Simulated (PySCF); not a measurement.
Species: C7H9 (doublet state).
Numbering: `[CH2:1]=[CH:2]/[C:3]([CH3:4])=[C:5]1\[CH:6][CH2:7]1` (hydrogens: H8, H9 on C1; H10 on C2; H11, H12, H13 on C4; H14 on C6; H15, H16 on C7)

Structure used (GFN2-xTB), in Å, numbered top down from 1:
```
atom  x, y, z in Å
C1     2.558   -0.758   -0.138
C2     1.227   -0.950   -0.156
C3     0.240    0.061    0.003
C4     0.621    1.494    0.207
C5    -1.093   -0.284   -0.030
C6    -2.077   -1.182   -0.149
C7    -2.498    0.228    0.064
H8     3.243   -1.578   -0.265
H9     2.997    0.214    0.003
H10    0.844   -1.953   -0.302
H11    1.202    1.860   -0.640
H12    1.235    1.603    1.101
H13   -0.268    2.111    0.314
H14   -2.415   -2.177   -0.289
H15   -2.924    0.793   -0.762
H16   -2.899    0.528    1.028
```

The hyperfine couplings belong to this conformer and change with its torsions.

Theory: PySCF, UKS B3LYP, pcH-1 on C H, non-relativistic, mean-field spin-orbit, GIAO. Geometry: GFN2-xTB, one conformer, isolated molecule. A GFN2-xTB geometry isn't a minimum of the functional, and hyperfine couplings can be far from their values at a DFT geometry. The SCF solution wasn't tested for stability. ⟨S²⟩ is 0.788 where a pure state has 0.75.

Give the principal g shifts and their parts.

```
                    Δg (ppm)     1     2     3
relativistic mass correction  -139  -139  -139
            gauge correction    -3    30    23
   orbital Zeeman/spin–orbit     1   532   746
                       total  -140   424   631
```

So g = 2.00218, 2.00274, 2.00295 and g_iso = 2.00262; the tensor is rhombic: the two nearest values differ by 27 % of g3 − g1. Axes: g2 points within 13° of the C3–C4 bond and g3 points within 11° of the C1–C2 bond.

At 9.371 GHz, how far is the centre of the isotropic spectrum from where a free electron (g = 2.002319) resonates?

B = hν/(g μB) with μB/h = 13.99624 MHz/mT gives 334.38 mT for the free electron and 334.33 mT at g_iso, 0.05 mT lower.

What are the electron Larmor frequencies g μB B/h along the three axes at 1200 mT?

33.6276, 33.6371, 33.6405 GHz for g1, g2 and g3, a range of 13.0 MHz.

What effective moment and Curie constant follow for a powder?

With the mean of g² = 4.0105 and S(S+1) = 0.75: μ_eff = √(⟨g²⟩S(S+1)) = 1.734 μB and χT = 0.12505·⟨g²⟩·S(S+1) = 0.376 cm³ K/mol (cgs; spin-Hamiltonian part alone).

In a frozen sample, at which fields do the three g values resonate at 9.5, 34, 94 and 263 GHz (hyperfine left aside), and which band first spreads them over more than twice a line width of 0.5 mT?

```tsv
band	GHz	B(g3) mT	B(g2) mT	B(g1) mT	spread mT
X	9.5	338.88	338.91	339.01	0.13
Q	34.0	1212.82	1212.95	1213.29	0.47
W	94.0	3353.10	3353.44	3354.39	1.29
J	263.0	9381.54	9382.51	9385.15	3.61
```

The spread grows in proportion to the frequency. W band is the first where it exceeds 1.0 mT.

The largest Mulliken spin populations are on C6 (+0.57), C3 (+0.50), C1 (+0.37) and C5 (-0.22). Three atoms exceed +0.15. The angles at C6 add up to 360.0°, so it is planar.

The HOMO–LUMO gaps are 4.98 eV among the α and 4.12 eV among the β orbitals.
